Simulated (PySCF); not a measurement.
Electronic structure of Sb⁺ (antimony, charge +1) at the UHF level

Configuration: [Kr] 4d10 5s1 5p3, high-spin 5S determinant (an excited configuration). Calculation: PySCF 2.14, in aug-cc-pVDZ-PP with ECP28MDF; scalar relativity through the core potential.

```
Total energy             : -238.804627 hartree
One-electron energy      : -411.3951 hartree
Hartree (Coulomb) energy : 190.9205 hartree
Exchange energy          : -18.3301 hartree
⟨S²⟩                     : 6.0035
⟨L²⟩                     : 0.000
Sum of ⟨r⟩               : 27.15 bohr
Sum of ⟨r²⟩              : 47.35 bohr²
```

```
shell  electrons  mean orbital energy (eV)  rms radius, mean of both spins (bohr)
 4s α          1                   -187.61                                  0.849
 4s β          1                   -186.61                                  0.849
 4p α          3                   -134.98                                  0.916
 4p β          3                   -134.25                                  0.916
 4d α          5                   -54.043                                   1.10
 4d β          5                   -53.286                                   1.10
 5s α          1                   -29.701                                   2.34
 5p α          3                   -17.839                                   2.78
```

Energies and moments cover only the electrons outside the core potential.
